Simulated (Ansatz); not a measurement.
Reaction (formal exchange of groups at the In–Ge bond): `[F][GeH2][InH2]` + `B1CN1` → `[InH2][B]1CN1` + `[F][GeH3]`

Program: Ansatz. Geometries: PBE0-D4/def2-TZVP. ΔE: electronic, gas phase. CBS: MP2 limit from def2 TZ/QZ plus the TZ coupled-cluster correction, frozen cores. This one scheme is used for every species. Functionals use def2-TZVPP. B3LYP here is the variant with VWN-RPA as its local correlation; programs differ in this. def2 core potentials past Kr. For Ge, In outer-core shells are correlated without core-valence functions, which leaves a few kJ/mol of doubt a bond. Scalar relativity is left out up to krypton.

CCSD(T)/CBS gives +36.1 kJ/mol.

Q: Another level gave +27.8 kJ/mol. Which?
A. MP2/def2-TZVPP
B. revPBE-D4/def2-TZVPP
C. B3LYP/def2-TZVPP
D. B97M-V/def2-TZVPP

A: A. MP2/def2-TZVPP 27.8, revPBE-D4 38.7, B3LYP 45.4, B97M-V 33.3 kJ/mol.

Largest T1 diagnostic among the species: 0.015.

At CCSD(T), def2-SVP lies −5.7 kJ/mol from the extrapolated value and def2-TZVPP −6.9 kJ/mol. From BLYP to BHLYP (50 % exact exchange), in def2-TZVPP and without D4, ΔE moves by −3.3 kJ/mol. Leaving LDA and LC-ωPBE aside and taking each functional with its dispersion term where it has one, the values, not all of them listed here, spread over 12.0 kJ/mol, from B97M-V to BLYP-D4. LDA lies −4.2 kJ/mol from PBE without D4.
